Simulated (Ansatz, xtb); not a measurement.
System: sum formula RhB2O (charge -1, singlet). 
Geometry from a B3LYP-D3(BJ)/def2-TZVP (Ansatz, an electronic-structure program) optimisation:
```xyz
4

Rh     0.3551    -0.2225     0.3741
B     -0.8270     0.1733     1.5844
B     -0.5367     0.4399    -1.3029
O     -1.1451     0.8685    -2.2805
```
Charge -1, spin multiplicity 1.

Harmonic wavenumbers from GFN2-xTB (xtb, at its own minimum), cm⁻¹: 108, 228, 279, 346, 969, 1847.

### Question
Give the harmonic wavenumbers at B3LYP-D3(BJ)/def2-TZVP (Ansatz, finite differences of forces, unscaled).

### Answer
138, 323, 348, 405, 880, 1810 cm⁻¹. Zero-point energy 5.6 kcal/mol.

### Question
From these and the geometry, give the ideal-gas thermochemistry at 298.15 K and 1 atm (rigid rotor, harmonic oscillator).

### Answer
Point group Cs, rotational symmetry number 1. Rotational constants 18.27, 2.821, 2.443 GHz. S(trans) 40.73, S(rot) 25.35, S(vib) 6.39, S(elec, spin only) 0.00, S 72.5 cal/(mol K). H(298) - H(0) 3.49 kcal/mol; G - E(el) -12.5 kcal/mol.
